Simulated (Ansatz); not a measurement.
Reaction (cleavage of the Si–Si bond): `N[SiH](F)[SiH2]O` + `N[Si](O)(Cl)Cl` → `O[SiH2]N[Si](O)(Cl)Cl` + `N[SiH2]F`

Computed with Ansatz on PBE0-D4/def2-TZVP structures; ΔE is electronic, products minus reactants. CCSD(T)/CBS adds triple-zeta CCSD(T) − MP2 to the extrapolated MP2 energy (def2 sets, frozen cores). This one scheme is used for every species. Functionals use def2-TZVPP. B3LYP here is the variant with VWN-RPA as its local correlation; programs differ in this. One conformer a species, not always the lowest.

Question: Is it downhill or uphill in electronic energy at CCSD(T)/CBS, and by how much? (An estimate is asked.)

Answer: Computed: Downhill: ΔE = -23.8 kcal/mol.

Question: What do these levels give: r2SCAN-D4, PBE0-D4, B3LYP-D4, ωB97M-V, B2PLYP, PBE, PBE0, B3LYP, CCSD/def2-TZVPP, HF/def2-QZVPP, MP2/def2-QZVPP, CCSD/CBS(def2)? (Estimate.)

Answer: Ansatz gave: r2SCAN-D4 -22.1, PBE0-D4 -20.2, B3LYP-D4 -22.7, ωB97M-V -24.2, B2PLYP -23.5, PBE -17.3, PBE0 -19.4, B3LYP -21.5, CCSD/def2-TZVPP -24.3, HF/def2-QZVPP -26.0, MP2/def2-QZVPP -25.9, CCSD/CBS(def2) -23.9 kcal/mol.

Largest T1 diagnostic among the species: 0.012.

From PBE to PBE0 (25 % exact exchange), in def2-TZVPP and without D4, ΔE moves by −2.1 kcal/mol. The D4 term adds −1.3 kcal/mol with B3LYP and −0.7 kcal/mol with PBE0; it sums over pairs of atoms, weighted by their polarisabilities, and B3LYP, whose exchange is more repulsive, gets the larger term.
